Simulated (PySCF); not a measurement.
**Exercise with solution: dipole moment from atomic charges**

Mo(O)2(F)(NH2) (FH₂MoNO₂), SMILES [NH2][Mo](=[O])(=[O])[F], multiplicity 1. Atoms are numbered in the order given.

```xyz
7

Mo     0.0549    -0.0407     0.0000
O      0.9953    -0.2155     1.3875
O      0.9953    -0.2155    -1.3875
F     -1.3242    -1.2913     0.0000
N     -0.6756     1.7389     0.0000
H     -0.7907     2.3024     0.8414
H     -0.7907     2.3024    -0.8414
```

The structure is a stationary point at B3LYP-D3(BJ)/def2-SVP. The multiplicity is an assumed one; no other spin state was optimised. The structure was generated by enumeration; whether it is a known compound was not checked. The def2 effective core potentials stand for the cores of Mo; spin–orbit coupling is left out. One conformer was computed; it need not be the lowest.

Charges (e) from PBE/def2-TZVP in PySCF:

| atom | ESP fit | Mulliken |
|---|---|---|
| Mo1 | 1.457 | 1.633 |
| O2 | -0.462 | -0.505 |
| O3 | -0.462 | -0.505 |
| F4 | -0.334 | -0.425 |
| N5 | -1.050 | -0.730 |
| H6 | 0.425 | 0.267 |
| H7 | 0.425 | 0.267 |

The dipole moment of the full density is 3.77 D.

Task: What dipole moment does each set of point charges give, and which comes closer to that of the density?

Result: 
μ = Σ q r, and 1 e Å = 4.8032 D.
ESP fit: Σ q r = (-0.360, 0.702, 0.000) e Å, |μ| = 3.79 D.
Mulliken: Σ q r = (-0.282, 0.660, 0.000) e Å, |μ| = 3.45 D.
ESP fit comes closer in size. Point charges leave out the atoms' own dipoles (lone pairs, polarised bonds); fits to the potential absorb them, partitions of the density don't.
